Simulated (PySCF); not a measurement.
Work out the structure from these simulated measurements.

Formula: C2H12AlNOSi.

| Quantity | Value |
| --- | --- |
| 13C NMR | chemical shifts (computed TMS as zero) by class: 52.2 (1 C), -21.5 (1 C) ppm [GIAO PBE0/pcSseg-1] |
| Polarisability | 95.0 au [CAM-B3LYP/def2-SVPD] |
| 1H NMR | chemical shifts (computed TMS as zero) by class: 4.04 (1 H), 3.89 (3 H), 3.76 (3 H), 1.92 (3 H), -0.78 (1 H), -1.10 (1 H) ppm [GIAO PBE0/pcSseg-1] |
| Rotational structure | rotational constants A, B, C: 3.131, 1.168, 1.002 GHz [PBE0-D3(BJ)/def2-SVP] |
| UV, first state | lowest singlet excitation: 6.09 eV (203 nm, f = 0.009) [TDDFT CAM-B3LYP/def2-SVPD] |
| Valence photoelectron | vertical ionisation energy: 8.88 eV [ΔSCF CAM-B3LYP/def2-SVPD] |

The electronic properties come from PySCF, for the isolated species, density fitting. Levels stand in brackets. Isolated species at its PBE0-D3(BJ)/def2-SVP geometry (one conformer only). NMR values are class means; diastereotopic atoms form classes of their own.

**Question.** Propose a structure and show how it fits.

**Answer.** Numbering: `[CH3:1][O:2][Al@@H-:3]([NH3+:4])[CH2:5][SiH3:6]`. 2 carbons fall into 2 classes; from least to most shielded: methoxy carbon [C1] (52.2 ppm), sp3 carbon bound to silicon [C5] (-21.5 ppm). Hydrogen classes from least to most shielded: 1 H on an aluminium bonded to C, N, O and H, Al3 (4.04 ppm), 3 H on an SiH3 silicon, Si6 (3.89 ppm, a mean of values up to 0.5 ppm apart in this geometry), 3 H on a methoxy carbon, C1 (3.76 ppm), 3 H on a nitrogen bonded to Al and 3 H, N4 (1.92 ppm), 1 H on an sp3 carbon bound to silicon, C5 (-0.78 ppm), 1 H on an sp3 carbon bound to silicon, C5 (-1.10 ppm). The first electron is taken from the HOMO, whose largest Löwdin shares are 0.31 on the oxygen bonded to Al and C, 0.18 on the sp3 carbon bound to silicon, 0.15 on the aluminium bonded to C, N, O and H and 0.14 on the Al–H hydrogen. The optimised geometry has point group C1 and is an asymmetric top. Structure: `C[O][Al@@H-]([NH3+])[CH2][SiH3]`. The assignments are read from this structure; whether some other isomer fits the data as well wasn't checked. The mirror image fits equally.

Shape of the structure used: `[CH3:1][O:2][Al@@H-:3]([NH3+:4])[CH2:5][SiH3:6]`: C1–O2–Al3–N4 -169°, O2–Al3–C5–Si6 -100°.
